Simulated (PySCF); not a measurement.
Working out the excitation energy of Mg

Mg [Ne] 3s2 (1S) → Mg [Ne] 3s1 4s1 (3S). Computed with PySCF 2.14 in aug-cc-pVDZ, with the non-relativistic Hamiltonian (point nucleus). Frozen: [Ne]. Energies in hartree (1 hartree = 27.21139 eV):

| part | Mg (lower) | Mg (upper) |
| --- | --- | --- |
| UHF | -199.608339 | -199.452407 |
| CCSD correlation | -0.032952 | -0.004178 |
| (T) | 0.000000 | 0.000000 |

Q: What does Hartree-Fock give?

A: (-199.452407) − (-199.608339) = 0.155932 hartree = 4.243 eV.

Q: What do CCSD and CCSD(T) give?

A: The CCSD correlation energies differ by 0.028774 hartree = 0.783 eV and the triples by 0.000000 hartree = 0.000 eV, so CCSD gives 5.026 eV and CCSD(T) 5.026 eV.

Measured between the centres of the two terms (NIST): 5.108 eV, so CCSD(T) (valence) is off by -0.082 eV.

A double-zeta basis recovers only part of the correlation energy.

What remains against the reference includes basis incompleteness, the frozen core and higher excitations.
